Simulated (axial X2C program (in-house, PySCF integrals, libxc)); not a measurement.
# Which molecule has these constants?

All values come from calculations with an in-house all-electron X2C program for linear molecules (integrals from PySCF), spin-free (one-electron X2C) or two-component (2c: spin–orbit coupling with atomic mean-field Coulomb and Gaunt terms, which also bring small scalar terms), in Dyall basis sets with cores contracted in-house; open shells are unrestricted.

A two-component PBE0 calculation in a Dyall 3-zeta basis gave Re = 3.535 Å, ωe = 147.3 cm⁻¹, De = 0.22 eV, dipole magnitude 0.95 D, Ω = 0.

Problem. Which molecule is it?
A. BeCa
B. BeSr
C. BeBa

Solution. B. The others have BeBa 3.001 Å and 298.9 cm⁻¹ (Ω = 2); BeCa 3.345 Å and 166.2 cm⁻¹ (Ω = 0).

Each entry is the lowest single determinant of a limited PBE0 search at one distance. De goes to single-determinant-based atoms at the same level (for ions the charge split of lowest energy) and is withheld (n/a) where an atom does not fit its ground term or J level. Main or longest-lived isotopes. One determinant is a doubtful description, or other states lie close, for BeBa; these need not be ground states, and all values refer to the states named. Some open-shell Ω = 0 determinants are out of reach, so the Ω given for BeBa need not be the lowest component. With several unpaired electrons the Ω given is that of one determinant, not necessarily of the lowest component. The functionals have no current term, which raises determinants with orbital currents.
